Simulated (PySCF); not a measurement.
A run for PySCF: D3(BJ) and D4 dispersion corrections on H10Si3 (a complex), monomers drawn apart or pushed together.

```python
from pyscf import gto
from pyscf.dispersion import dftd3, dftd4

mol = gto.M(
    atom='''
    Si   -0.09559862    0.11065983   -0.15922207
    H    -0.20768845   -1.14787797    0.61127498
    H    -1.44791547    0.59387152   -0.51598119
    H     0.68626272   -0.13495584   -1.39233219
    H     0.59194405    1.12906298    0.66522949
    Si    0.92353247   -0.90495529    4.27861174
    Si   -0.76323349    0.72392719    4.25673356
    H     0.33573180   -2.25416334    4.09722224
    H     1.63276247   -0.86840358    5.58133205
    H     1.90929987   -0.66496811    3.19878419
    H    -1.60834675    0.59868371    3.04500362
    H    -0.17035937    2.08277356    4.28053109
    H    -1.63227072    0.56380461    5.44843854
    ''',
    basis='def2-svp',
    charge=0, spin=0, verbose=0, max_memory=1800)
d3, d4 = {}, {}
for xc in ['hf', 'pbe', 'blyp', 'revpbe', 'tpss', 'r2scan', 'b3lyp', 'pbe0', 'bhlyp', 'camb3lyp', 'b2plyp']:
    d3[xc] = float(dftd3.DFTD3Dispersion(mol, xc=xc, version='d3bj', atm=False).get_dispersion()['energy'])
    print(f'D3(BJ) {xc:10s} {d3[xc]:14.8f} Eh')
for xc in ['hf', 'pbe', 'blyp', 'revpbe', 'tpss', 'r2scan', 'b3lyp', 'pbe0', 'bhlyp', 'camb3lyp', 'b2plyp']:
    d4[xc] = float(dftd4.DFTD4Dispersion(mol, xc={'camb3lyp': 'cam-b3lyp'}.get(xc, xc), atm=True).get_dispersion()['energy'])
    print(f'D4     {xc:10s} {d4[xc]:14.8f} Eh')
```

It printed:

```
D3(BJ) hf            -0.06425113 Eh
D3(BJ) pbe           -0.00878507 Eh
D3(BJ) blyp          -0.01891528 Eh
D3(BJ) revpbe        -0.02063899 Eh
D3(BJ) tpss          -0.01144410 Eh
D3(BJ) r2scan        -0.00280693 Eh
D3(BJ) b3lyp         -0.01564789 Eh
D3(BJ) pbe0          -0.00806699 Eh
D3(BJ) bhlyp         -0.01275114 Eh
D3(BJ) camb3lyp      -0.00797338 Eh
D3(BJ) b2plyp        -0.00773025 Eh
D4     hf            -0.02621151 Eh
D4     pbe           -0.00831527 Eh
D4     blyp          -0.01748932 Eh
D4     revpbe        -0.02268994 Eh
D4     tpss          -0.01115504 Eh
D4     r2scan        -0.00229247 Eh
D4     b3lyp         -0.01323766 Eh
D4     pbe0          -0.00724446 Eh
D4     bhlyp         -0.01061806 Eh
D4     camb3lyp      -0.00750018 Eh
D4     b2plyp        -0.00591485 Eh
```

The run finished.

Cost: about 0.03 core-seconds (a rough figure).
